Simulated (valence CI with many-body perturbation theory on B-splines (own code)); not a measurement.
**Tb58+: key properties**

Level of theory: valence CI with perturbative core correlation (CI+MBPT): five valence electrons over a frozen Dirac-Fock core [He], a basis of 9 s, 9 p, 8 d, 6 f, 3 g, 1 h functions for each j, with the one-electron correlation potential Σ1 (screened to all orders), the two-electron term Σ2, the three-electron term Σ3, Breit, model QED; selected single and double excitations, second order for the rest, scaled by the run's own slope (own B-spline code, finite nucleus).

No measured spectrum was set against this ion. As an estimate, large intervals hold to a few tenths of a per cent, small ones and those within an open d or f shell to about a per cent. Among the levels kept, up to 4000 cm⁻¹ of a level comes from second order outside the variational space, and about a tenth of that is noise between levels of different J, which matters for small intervals.

Levels are named by their leading jj configuration (3d3/2^4 stands for four electrons in 3d with j = 3/2), which in mixed levels can hold well under half, so a name can repeat and another be missing.

Rates and lifetimes use the calculated energies. Strong lines usually hold to 10 to 20 %, long lifetimes can be off by a factor of two.

Problem. What is the ground level?

Solution. (2s^2 2p1/2^2 2p3/2) J=3/2, composition 48 % 2s2.2p3 2P° + 27 % 2s2.2p3 2D° + 25 % 2s2.2p3 4S°, g = 1.329.

Problem. How well does LS coupling describe the low levels?

Solution. Among the lowest 20 levels the leading LS term, summed over configurations, holds 63 % on average. For single configurations the figures are 62 % in LS and 100 % in jj coupling. Terms mix most in the J = 3/2 level at 520.32 Ry, where the leading one holds 34 %.

Problem. What is the ionisation energy?

Solution. 12564 eV; NIST lists 12563 ± 6 eV (theoretical).

Problem. Among levels below 599.02 Ry, which E1 lines absorb most strongly from the ground level?

Solution. to (2s^2 2p1/2^2 3d5/2) J=5/2 at 0.1715 nm, f = 0.544; to (2s^2 2p1/2 2p3/2 3d3/2) J=5/2 at 0.1557 nm, f = 0.488; to (2s^2 2p1/2 2p3/2 3d3/2) J=3/2 at 0.1556 nm, f = 0.222.

Problem. What are the static dipole polarisabilities of the lowest levels?

Solution. (2s^2 2p1/2^2 2p3/2) J=3/2 0.000140 (tensor 2.8e-05) bohr³, of which the core gives 4.01e-07.

Problem. Name the longest-lived excited levels whose lifetime is computed, and their main decay.

Solution. (2s^2 2p1/2 2p3/2^2) J=5/2 at 57.48 Ry lives 1.39 ns, mostly by M1 to (2s^2 2p1/2^2 2p3/2) J=3/2; (2s^2 2p1/2 2p3/2^2) J=1/2 at 60.59 Ry lives 404 ps, mostly by M1 to (2s^2 2p1/2^2 2p3/2) J=3/2; (2s^2 2p1/2 2p3/2^2) J=3/2 at 55.84 Ry lives 237 ps, mostly by M1 to (2s^2 2p1/2^2 2p3/2) J=3/2.

Problem. Where does the other parity begin?

Solution. At (2s 2p1/2^2 2p3/2^2) J=5/2, 76.72 Ry.
